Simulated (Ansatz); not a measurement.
Reaction (cleavage of the Si–Ge bond): `F[Si]1([GeH3])CO1` + H₂Se → `F[Si]1([SeH])CO1` + GeH₄

Computed with Ansatz on PBE0-D4/def2-TZVP structures; ΔE is electronic, products minus reactants. CCSD(T)/CBS adds triple-zeta CCSD(T) − MP2 to the extrapolated MP2 energy (def2 sets, frozen cores). For Ge, Se outer-core shells are correlated without core-valence functions, which leaves a few kJ/mol of doubt a bond. Scalar relativity is left out up to krypton. Each species was taken in one conformer, which may not be the lowest.

```
            species  CCSD(T)/CBS(def2) energy (Eh)
`F[Si]1([GeH3])CO1`                    -2581.26363
               H₂Se                    -2401.89790
 `F[Si]1([SeH])CO1`                    -2904.68507
               GeH₄                    -2078.49493
```

(1) Work out ΔE.

Largest T1 diagnostic among the species: 0.013.

Results:

(1) ΔE = (-2904.68507) + (-2078.49493) − (-2581.26363) − (-2401.89790) = -0.01847 Eh = -48.5 kJ/mol.

From PBE to PBE0 (25 % exact exchange), in def2-TZVPP and without D4, ΔE moves by −3.8 kJ/mol.
